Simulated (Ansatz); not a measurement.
Cartesian coordinates in Å:
```
N -0.382 1.218 -1.228
Al 0.001 0.000 0.000
N 0.797 0.481 1.506
N -0.415 -1.699 -0.279
H -0.989 1.071 -2.016
H -0.025 2.158 -1.238
H 1.213 -0.153 2.167
H 0.901 1.429 1.827
H -0.695 -2.086 -1.164
H -0.406 -2.418 0.425
```

The species carries charge 0 and has multiplicity 1.

Problem. List the r2SCAN/def2-TZVPP orbital energies in eV (the Gaussian-basis code of Ansatz). (Estimate.)

Solution. Ansatz gave: Occupied: -1515.71, -383.98, -383.98, -383.98, -109.27, -69.58, -69.41, -69.41, -21.28, -20.96, -20.96, -11.79, -11.79, -11.40, -11.02, -9.12, -9.12, -6.40, -5.60, -5.60. Lowest empty: 0.08, 1.50, 1.67, 1.67, 2.79, 3.09, 3.09, 4.07.
